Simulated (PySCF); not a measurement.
## NdB: one state, many levels of theory

State: octet, about 3.7 electrons in the 4f shell (Mulliken), real f orbitals that mix terms. Set-up: PySCF, spin-free X2C with a Gaussian nucleus, basis sets Nd x2c-SVPall, B x2c-SVPall. De refers to Nd (4f4 6s2) + B in their high-spin ground configurations, without counterpoise correction. The functionals are run spin-unrestricted. A positive dipole means Nd(−)B(+). Levels whose curve was spin-contaminated or gave no clean fit are not listed.

| Level | Re (Å) | ωe (cm⁻¹) | De (eV) | μ (D) | CPU s a point (SCF and correlation, without the integrals) |
| --- | --- | --- | --- | --- | --- |
| PBE | 2.343 | 474 | 2.33 | -4.43 | 10 |
| r²SCAN | 2.356 | 473 | 2.50 | -4.99 | 23 |
| PBE0 | 2.335 | 457 | 1.86 | -5.16 | 8.9 |
| B97-3 | 2.350 | 428 | 1.31 | -5.54 | 6.4 |
| HSE06 | 2.336 | 452 | 1.85 | -5.01 | 18 |
| BHandHLYP | 2.371 | 532 | 0.83 | -5.14 | 8.4 |

Question: What does the step from GGA to meta-GGA do here, going from PBE to r²SCAN?

Answer: r²SCAN less PBE: +1.3 pm in Re, -0.2 % in ωe, +0.17 eV in De. 

Spin–orbit coupling is left out, which matters for elements this heavy, above all for dissociation energies. The state is the lowest single determinant that the PBE0 search found; with open d or f shells the true ground state can be another one.

The whole job (state search and all levels along the bond) took about 17 min on 2 threads of Arm Neoverse V2 (shared host), peak memory 3.3 GiB.
